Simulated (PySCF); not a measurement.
HN (SMILES [NH]), triplet, at a GFN2-xTB geometry; CCSD(T)/cc-pVDZ in PySCF.

PySCF was given this input:
```python
from pyscf import gto, scf, cc

mol = gto.Mole()
mol.atom = '''
    N    -0.00000000   -0.00000000   -0.12795743
    H     0.00000000    0.00000000    0.89570199
'''
mol.basis = 'cc-pvdz'
mol.spin = 2
mol.verbose = 4
mol.build()

mf = scf.UHF(mol)
mf.kernel()

mycc = cc.CCSD(mf, frozen=1)
mycc.kernel()
et = mycc.ccsd_t()
print('E(CCSD(T)) = %.10f' % (mycc.e_tot + et))
```

Output, abridged:

```
PySCF version 2.14.0

[INPUT] verbose = 4
[INPUT] num. atoms = 2
[INPUT] num. electrons = 8
[INPUT] charge = 0
[INPUT] spin (= nelec alpha-beta = 2S) = 2
[INPUT] symmetry False subgroup None
[INPUT] Mole.unit = angstrom
[INPUT] Symbol           X                Y                Z      unit          X                Y                Z       unit  Magmom
[INPUT]  1 N      0.000000000000   0.000000000000  -0.127957430000 AA    0.000000000000   0.000000000000  -0.241804498303 Bohr   0.0
[INPUT]  2 H      0.000000000000   0.000000000000   0.895701990000 AA    0.000000000000   0.000000000000   1.692631450328 Bohr   0.0

nuclear repulsion = 3.61862588676222
number of shells = 8
number of NR pGTOs = 33
number of NR cGTOs = 19
basis = cc-pvdz
ecp = {}

******** <class 'pyscf.scf.uhf.UHF'> ********
method = UHF
initial guess = minao
damping factor = 0
level_shift factor = 0
DIIS = <class 'pyscf.scf.diis.CDIIS'>
diis_start_cycle = 1
diis_space = 8
diis_damp = 0
SCF conv_tol = 1e-09
SCF conv_tol_grad = None
SCF max_cycles = 50
direct_scf = True
direct_scf_tol = 1e-13
number electrons alpha = 5  beta = 3
Set gradient conv threshold to 3.16228e-05
init E= -54.5010572723651

cycle= 1 E= -54.9380320916888  delta_E= -0.437  |g|= 0.208  |ddm|= 0.941
cycle= 2 E= -54.9633894479221  delta_E= -0.0254  |g|= 0.0637  |ddm|= 0.204
cycle= 3 E= -54.9658000497001  delta_E= -0.00241  |g|= 0.0238  |ddm|= 0.0553
cycle= 4 E= -54.9663996331566  delta_E= -0.0006  |g|= 0.00793  |ddm|= 0.031
cycle= 5 E= -54.9664842027793  delta_E= -8.46e-05  |g|= 0.00296  |ddm|= 0.0123
cycle= 6 E= -54.9665012586211  delta_E= -1.71e-05  |g|= 0.0011  |ddm|= 0.00641
cycle= 7 E= -54.9665045767145  delta_E= -3.32e-06  |g|= 0.000205  |ddm|= 0.00428
cycle= 8 E= -54.9665046707855  delta_E= -9.41e-08  |g|= 3.06e-05  |ddm|= 0.000837
cycle= 9 E= -54.9665046720553  delta_E= -1.27e-09  |g|= 5.82e-06  |ddm|= 7.87e-05
cycle= 10 E= -54.9665046720942  delta_E= -3.89e-11  |g|= 8.81e-07  |ddm|= 1.33e-05
Extra cycle  E= -54.9665046720949  delta_E= -6.96e-13  |g|= 3.73e-07  |ddm|= 1.18e-06
converged SCF energy = -54.9665046720949  <S^2> = 2.0133425  2S+1 = 3.0088819

******** <class 'pyscf.cc.uccsd.UCCSD'> ********
CC2 = 0
CCSD nocc = (np.int64(4), np.int64(2)), nmo = (18, 18)
frozen orbitals 1
max_cycle = 50
direct = 0
conv_tol = 1e-07
conv_tol_normt = 1e-06
diis_space = 6
diis_start_cycle = 0
diis_start_energy_diff = 1e+09
Init t2, MP2 energy = -0.103451135914071
Init E_corr(UCCSD) = -0.103451135914164
cycle = 1  E_corr(UCCSD) = -0.118094162356964  dE = -0.0146430264  norm(t1,t2) = 0.0336799
cycle = 2  E_corr(UCCSD) = -0.121224526217436  dE = -0.00313036386  norm(t1,t2) = 0.012633
cycle = 3  E_corr(UCCSD) = -0.122906334899369  dE = -0.00168180868  norm(t1,t2) = 0.00614773
cycle = 4  E_corr(UCCSD) = -0.122847516092548  dE = 5.88188068e-05  norm(t1,t2) = 0.00164256
cycle = 5  E_corr(UCCSD) = -0.122866895721806  dE = -1.93796293e-05  norm(t1,t2) = 0.000612256
cycle = 6  E_corr(UCCSD) = -0.122876355930274  dE = -9.46020847e-06  norm(t1,t2) = 0.000249568
cycle = 7  E_corr(UCCSD) = -0.122874458538243  dE = 1.89739203e-06  norm(t1,t2) = 9.54076e-05
cycle = 8  E_corr(UCCSD) = -0.122874446123252  dE = 1.2414991e-08  norm(t1,t2) = 2.85513e-05
cycle = 9  E_corr(UCCSD) = -0.122874589087793  dE = -1.42964541e-07  norm(t1,t2) = 9.16538e-06
cycle = 10  E_corr(UCCSD) = -0.122874608737434  dE = -1.96496412e-08  norm(t1,t2) = 2.03756e-06
cycle = 11  E_corr(UCCSD) = -0.122874630457876  dE = -2.17204422e-08  norm(t1,t2) = 5.40766e-07
UCCSD converged
E(UCCSD) = -55.08937930255275  E_corr = -0.1228746304578761
UCCSD(T) correction = -0.00149147217654222
E(CCSD(T)) = -55.0908707747
```
